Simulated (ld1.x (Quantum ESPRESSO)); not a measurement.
indium: excitation energies, all-electron against ultrasoft

ld1.x (Quantum ESPRESSO) 7.5 input, shortened:

```
&input
   title='In', zed=49., rel=2, dft='PBESOL', iswitch=3,
   config='[Kr] 4d10 5s1.5 5p1.5', rel_dist='average'
 /
 &inputp
   pseudotype=3, tm=.true., lloc=-2, rcloc=2.20,
   nlcc=.true., new_core_ps=.true.,
   which_augfun='PSQ', rmatch_augfun=1.60
 /
6
5S  1  0   1.50   0.00  2.05  2.35  0.0
5S  1  0   0.00   2.00  2.05  2.35  0.0
5P  2  1   1.50   0.00  1.60  2.15  0.0
5P  2  1   0.00   1.15  1.60  2.15  0.0
4D  3  2  10.00   0.00  1.75  1.90  0.0
4D  3  2   0.00   0.45  1.75  1.90  0.0
 &test
   configts(1)='4d10 5s1.5 5p1.5'
 /
```

Open shells are filled in proportion to 2j + 1 (rel_dist='average').

Energies are relative to the spin-unpolarised reference configuration 4d10 5s1.5 5p1.5; without spin polarisation the order of configurations can differ from experiment. The frozen-core shift is the all-electron ΔE with the core orbitals held at their reference shape minus the fully relaxed ΔE.

Question: Give the all-electron excitation energy and the error of the potential for: 4d10 5s2 5p1; 4d10 5s2 5p0; 4d10 5s1 5p0; 4d9 5s2 5p1; 4d10 5s1 5p1; 4d9 5s2 5p2; 4d10 5s0 5p0.

Answer:

```json
{"valence configuration": "4d10 5s2 5p1", "charge": "0", "ΔE all-electron (eV)": "-2.898", "error AE − PS (meV)": "-0.3", "frozen-core shift (meV)": "+0.1"}
{"valence configuration": "4d10 5s2 5p0", "charge": "+1", "ΔE all-electron (eV)": "2.473", "error AE − PS (meV)": "-0.5", "frozen-core shift (meV)": "+0.2"}
{"valence configuration": "4d10 5s1 5p0", "charge": "+2", "ΔE all-electron (eV)": "21.752", "error AE − PS (meV)": "-1.9", "frozen-core shift (meV)": "+1.4"}
{"valence configuration": "4d9 5s2 5p1", "charge": "+1", "ΔE all-electron (eV)": "22.185", "error AE − PS (meV)": "-26", "frozen-core shift (meV)": "+95"}
{"valence configuration": "4d10 5s1 5p1", "charge": "+1", "ΔE all-electron (eV)": "9.113", "error AE − PS (meV)": "-0.4", "frozen-core shift (meV)": "+0.3"}
{"valence configuration": "4d9 5s2 5p2", "charge": "0", "ΔE all-electron (eV)": "15.342", "error AE − PS (meV)": "-24", "frozen-core shift (meV)": "+93"}
{"valence configuration": "4d10 5s0 5p0", "charge": "+3", "ΔE all-electron (eV)": "50.017", "error AE − PS (meV)": "-13", "frozen-core shift (meV)": "+9.3"}
```

Levels in the configuration 4d9 5s2 5p1:

```json
{"level": "4d j=3/2", "all-electron (eV)": "-32.530", "pseudo (eV)": "-32.585"}
{"level": "4d j=5/2", "all-electron (eV)": "-31.614", "pseudo (eV)": "-31.671"}
{"level": "5s j=1/2", "all-electron (eV)": "-17.460", "pseudo (eV)": "-17.468"}
{"level": "5p j=1/2", "all-electron (eV)": "-10.534", "pseudo (eV)": "-10.537"}
{"level": "5p j=3/2", "all-electron (eV)": "-9.991", "pseudo (eV)": "-9.995"}
```
